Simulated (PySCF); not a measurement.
C₄H₆BF, SMILES C#CB(F)CC. Heavy atoms are numbered as in [CH:1]#[C:2][B:3]([F:4])[CH2:5][CH3:6]. Hydrogens are named by the atom that carries them.

Coordinates come from a PBE0-D3(BJ)/def2-SVP optimisation. The structure was generated by enumeration, and PubChem lists no compound with its InChIKey, so it may never have been made. The values are those of a single conformer.

All values below come from PBE0/pcSseg-1 (PySCF).

GIAO shieldings, no solvent; atoms alike by connectivity are averaged. δ = σ(ref) − σ: ¹³C against TMS (σ = 186.3 ppm); ¹¹B against BF3 (σ = 88.8 ppm); ¹⁹F against CFCl3 (σ = 167.2 ppm); ¹H against TMS (σ = 31.56 ppm), references at their B3LYP-D3(BJ)/def2-TZVP geometries, non-relativistic.

Estimate the chemical shifts. (An estimate is asked for; the answer gives what the named calculation found.)


```csv
nucleus,atoms,count,δ (ppm)
¹³C,C1 (CH),1,109.4
¹³C,C2,1,91.2
¹³C,C5 (CH2),1,18.8
¹³C,C6 (CH3),1,11.5
¹¹B,B3,1,35.0
¹⁹F,F4,1,-21.3
¹H,H on C1,1,3.39
¹H,H on C6,3,1.42
¹H,H on C5,2,1.20
```
